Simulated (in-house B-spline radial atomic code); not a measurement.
**KLI/ALDAx excitations of Cl⁵⁺**

Method: KLI/ALDAx. Computed with a B-spline radial code for spherical atoms: linear response of the closed shell [Ne] 3s2 with the adiabatic LDA exchange kernel on the exchange-only KLI potential; non-relativistic, point nucleus, no spin-orbit coupling, no double excitations, S, P, D and F terms only.

Command:
```bash
python run_td.py task.json out
```
Settings (radii: box in bohr, nucleus in fm):
```
Z                        17
electrons                12
configuration            [Ne] 3s2
hamiltonian              nr
method                   kli
box_radius               16.35
intervals                70
```

Cost of the run: 0.2 s on 1 thread of Intel(R) Xeon(R) Platinum 8488C (Sapphire Rapids), with other jobs on the host.

The lowest states, in the order of their Tamm-Dancoff energies; the method's threshold (minus the highest occupied level) is 94.81 eV. Labels give the largest channel, * marks a mixed state, and oscillator strengths are full-response dipole values. Semilocal kernels can invert the small singlet-triplet splittings of Rydberg terms. Energies in eV:

```
     state  full response  Tamm-Dancoff  oscillator strength
3s → 3p 3P         11.155        11.525                    -
3s → 3p 1P         18.587        19.372                 1.25
3s → 3d 3D          31.97         32.09                    -
3s → 3d 1D              ?             ?                    -
3s → 4s 3S          48.61         48.62                    -
3s → 4s 1S          50.27         50.31                    -
3s → 4p 3P          53.75         53.77                    -
3s → 4p 1P              ?             ?                    ?
3s → 4d 3D          60.91         60.92                    -
3s → 4d 1D          61.36         61.36                    -
3s → 4f 3F          62.94         62.96                    -
3s → 4f 1F          63.45         63.45                    -
3s → 5s 3S          67.94         67.94                    -
3s → 5s 1S          68.49         68.50                    -
3s → 5p 3P          70.29         70.30                    -
3s → 5p 1P          70.55         70.56               0.0631
```

Q: Where does 3s → 3d 1D lie?

A: At 35.38 eV in full response, 35.39 eV in Tamm-Dancoff.

Q: Where does 3s → 4p 1P lie?

A: At 54.52 eV in full response, 54.55 eV in Tamm-Dancoff, oscillator strength 0.156.

Q: How large is the singlet-triplet splitting of 3s → 3p (P terms) in Tamm-Dancoff?

A: 7.85 eV, from the unrounded values.

Q: What polarisabilities and dispersion coefficient does the method give?

A: Dipole 2.807 bohr³, quadrupole 3.252 bohr⁵, C6 4.32 hartree·bohr⁶ for two such species.
